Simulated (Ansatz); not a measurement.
Reaction (formal exchange of groups at the Se–Al bond): `N[SiH2][AlH][SeH]` + `[F][InH][Cl]` → `[F][In]([Cl])[SeH]` + `N[SiH2][AlH2]`

Calculated with Ansatz (gas phase, PBE0-D4/def2-TZVP geometries, no zero-point term in ΔE). CCSD(T)/CBS adds triple-zeta CCSD(T) − MP2 to the extrapolated MP2 energy (def2 sets, frozen cores). def2 core potentials past Kr. For In, Se outer-core shells are correlated without core-valence functions, which leaves a few kJ/mol of doubt a bond. Scalar relativity is left out up to krypton. Each species was taken in one conformer, which may not be the lowest.

```tsv
species	CCSD(T)/CBS(def2) energy (Eh)
`N[SiH2][AlH][SeH]`	-2990.16695
`[F][InH][Cl]`	-750.05448
`[F][In]([Cl])[SeH]`	-3150.81023
`N[SiH2][AlH2]`	-589.40062
```

Task: Work out ΔE.

Result: ΔE = (-3150.81023) + (-589.40062) − (-2990.16695) − (-750.05448) = 0.01058 Eh = +0.29 eV.

Largest T1 diagnostic among the species: 0.015.

In def2-TZVPP, CCSD(T) changes the Hartree–Fock value by +0.09 eV (the triples alone add +0.01 eV) and MP2 by +0.08 eV.
